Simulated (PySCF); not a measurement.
In(Cl)(Br)(Me) (CH3BrClIn), SMILES [In]([Br])([Cl])[CH3].

Coordinates come from a PBE-D3(BJ)/def2-SVP optimisation. The structure was generated by enumeration; whether it is a known compound was not checked. The def2 effective core potentials stand for the cores of In; spin–orbit coupling is left out.

All values below come from IEF-PCM-M06-2X/def2-SVP (PySCF).

The values are the electrostatic part of the solvation free energy, E(continuum) − E(gas) at the gas-phase geometry, in a cavity of scaled van der Waals radii (PySCF's table); cavitation and dispersion terms are not included. A continuum can't describe solvent molecules that bind to the metal. In vacuum the orbital gap is 8.20 eV. The dipole moment in vacuum is 3.66 D.

Computed values in water (ε = 78.36), dichloromethane (ε = 8.93), 1-octanol (ε = 9.86):
| solvent | ε | ΔG(elec) (kcal/mol) | dipole (D) | gap (eV) |
|---|---|---|---|---|
| water | 78.36 | -9.2 | 4.83 | 8.60 |
| dichloromethane | 8.93 | -7.8 | 4.65 | 8.57 |
| 1-octanol | 9.86 | -7.9 | 4.67 | 8.58 |
